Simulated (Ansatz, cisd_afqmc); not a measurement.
Species: SnH, charge 0, doublet. SnH (SMILES [SnH], doublet).
B3LYP-D3(BJ)/def2-TZVP minimum from Ansatz (a first-principles code):
```xyz
2

Sn     0.0000     0.0000    -0.0350
H      0.0000     0.0000     1.7513
```
Charge 0, spin multiplicity 2.

Total energies in def2-SVP, 5 correlated electrons, 9 frozen orbitals. UHF or UKS for unpaired electrons; spin-orbit terms are left out. Cores are frozen in correlated methods (noble-gas shells, and filled d and f shells in the p block). Past Kr the def2 sets carry scalar-relativistic core potentials. The Monte Carlo rows (phaseless AFQMC, CISD trial, step 0.005/hartree) carry one-sigma bars that omit the constraint's bias. Outlying blocks are dropped, and bars are widened where a walk drifts. Over all cases where full CI ran beside it in this data, AFQMC minus full CI had a median of +0.1 mEh and passed +0.4 mEh in a tenth of the cases. Spin-orbit terms, left out, reach several kcal/mol for Br and I, and more for heavier atoms.

```tsv
method	program	energy (Eh)	minus CCSDTQ (mEh)
HF	Ansatz	-213.89719	75.01
MP2	Ansatz	-213.95088	21.32
CCSD	Ansatz	-213.97052	1.68
CCSD(T)	Ansatz	-213.97177	0.43
CCSDT(Q)	Ansatz	-213.97219	0.01
CCSDTQ	Ansatz	-213.97220	0.00
AFQMC/CISD	cisd_afqmc	-213.9721 ± 0.0001	0.1 ± 0.1
```

Rough core times of Ansatz's runs on a shared machine: CCSD(T) under 20 s, CCSDT(Q) under 20 s, CCSDTQ 40 s.
